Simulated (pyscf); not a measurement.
**H₃C–N(CH₃)–Ge(NH₂)(NH₂)–NH₂ (SMILES C[N](C)[Ge]([NH2])([NH2])[NH2]), singlet**

Gas-phase minimum from PySCF at ωB97X-D3(BJ)/def2-SVP, one conformer. 

```
Ge
N 1 1.8250
C 2 1.4467 1 120.34
H 3 1.1000 2 110.16 1 -23.58
H 3 1.1075 4 107.99 2 121.35
H 3 1.1113 4 107.96 5 115.29
C 2 1.4467 3 114.09 4 -178.04
H 7 1.1000 2 110.16 3 178.05
H 7 1.1075 8 107.99 2 -121.35
H 7 1.1113 8 107.97 9 -115.29
N 1 1.8294 2 104.32 3 167.84
H 11 1.0161 1 114.97 2 174.97
H 11 1.0162 12 109.69 1 -132.76
N 1 1.8294 2 104.33 3 39.15
H 14 1.0162 1 114.94 2 -174.97
H 14 1.0162 15 109.67 1 132.69
N 1 1.8302 2 121.57 3 -76.51
H 17 1.0166 1 114.99 2 64.03
H 17 1.0166 18 109.17 1 130.95
```

Properties at ωB97X-D3(BJ)/def2-SVP:

| Item | Value |
|---|---|
| Harmonic wavenumbers, unscaled | 61, 89, 175, 194, 202, 207, 216, 238, 241, 283, 300, 310, 341, 345, 482, 539, 542, 593, 698, 716, 722, 824, 892, 893, 1031, 1102, 1130, 1179, 1283, 1321, 1440, 1466, 1476, 1484, 1494, 1514, 1551, 1551, 1558, 2981, 2986, 3050, 3056, 3162, 3163, 3591, 3594, 3595, 3686, 3692, 3693 cm⁻¹ |
| Zero-point energy | 101.4 kcal/mol |
| Rotational symmetry number | 1 |
| Entropy of this conformer at 298 K and 1 atm, rigid rotor and harmonic oscillator, modes under 100 cm⁻¹ raised to 100 | 425.7 J/(mol K) |
| Dipole moment | 0.88 D |

Single-point totals, which compare only within one level:

| level | total energy (hartree) |
|---|---|
| ωB97X-D3(BJ)/def2-TZVP | -2379.71535 |
| PBE/def2-TZVP | -2378.92486 |
| r²SCAN/def2-TZVP | -2379.44414 |
| B3LYP-D3(BJ)/def2-TZVP | -2379.70652 |
| PBE0-D3(BJ)/def2-TZVP | -2379.02479 |
| M06-2X/def2-TZVP | -2379.50873 |
| ωB97M-D3(BJ)/def2-TZVP | -2379.72906 |

Soft torsions are taken as harmonic, which can shift the entropy by several J/(mol K). Elements up to Kr have no core potential and no relativistic terms here.
